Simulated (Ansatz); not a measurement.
Cost and result up the ladder for the cluster K₁₀ (the lowest singlet isomer of a short search) (10 atoms). The state is a singlet with charge 0. Geometry: PBE/def2-SVP.

Cartesian coordinates in Å:
```
K 1.111 -3.515 -0.982
K 1.666 0.910 -1.401
K 4.376 -1.748 -3.711
K 4.756 2.645 -4.084
K -1.648 -0.918 1.416
K 2.083 5.318 -1.797
K -4.786 -2.634 4.053
K -4.307 1.754 3.787
K -1.075 3.504 1.023
K -2.176 -5.316 1.697
```

Ansatz on 4 threads of Arm Neoverse V2 on a shared host. Times are rough, and most runs start from the orbitals of an earlier one. No level here is sound enough to serve as a yardstick. Binding counts from free atoms at the same level (K doublet; other spins of the atoms weren't run), without zero-point energy or a counterpoise term.

Correlated methods freeze 50 core orbitals; core or outer-core shells of K are correlated, in sets that lack core-valence functions. The rows differ in basis, and correlated rows in double-zeta sets carry the largest basis error. The structure comes from a short search, and lower isomers may exist.

Run but left out: BHLYP/def2-TZVP (restricted singlet, unstable in another Hartree–Fock run and untested here).

Correlated methods converge slowly with the basis, most of all in double-zeta sets.

```csv
level,functions,wall time
LDA (SPW92)/def2-TZVP,330,7.5 s
PBE/def2-SVP,240,13 s
PBE/def2-TZVP (with forces),330,18 s
PBE0/def2-SVP,240,18 s
RPA@PBE/def2-SVP,240,24 s
PBE0/def2-TZVP,330,31 s
r2SCAN/def2-TZVP,330,44 s
MP2/def2-SVP,240,44 s
```

(1) Estimate what each level gives for the binding energy per atom (eV).

Results:

(1) 
```json
{"level": "LDA (SPW92)/def2-TZVP", "binding energy per atom (eV)": "0.59", "remarks": "restricted SCF unstable in HF"}
{"level": "PBE/def2-SVP", "binding energy per atom (eV)": "0.52", "remarks": "restricted SCF unstable in HF"}
{"level": "PBE/def2-TZVP (with forces)", "binding energy per atom (eV)": "0.51", "remarks": "restricted SCF unstable in HF"}
{"level": "PBE0/def2-SVP", "binding energy per atom (eV)": "0.48", "remarks": "restricted SCF unstable in HF"}
{"level": "RPA@PBE/def2-SVP", "binding energy per atom (eV)": "0.45", "remarks": "restricted SCF unstable in HF"}
{"level": "PBE0/def2-TZVP", "binding energy per atom (eV)": "0.46", "remarks": "restricted SCF unstable in HF"}
{"level": "r2SCAN/def2-TZVP", "binding energy per atom (eV)": "0.43", "remarks": "restricted SCF unstable in HF"}
{"level": "MP2/def2-SVP", "binding energy per atom (eV)": "0.42", "remarks": "restricted SCF unstable"}
```
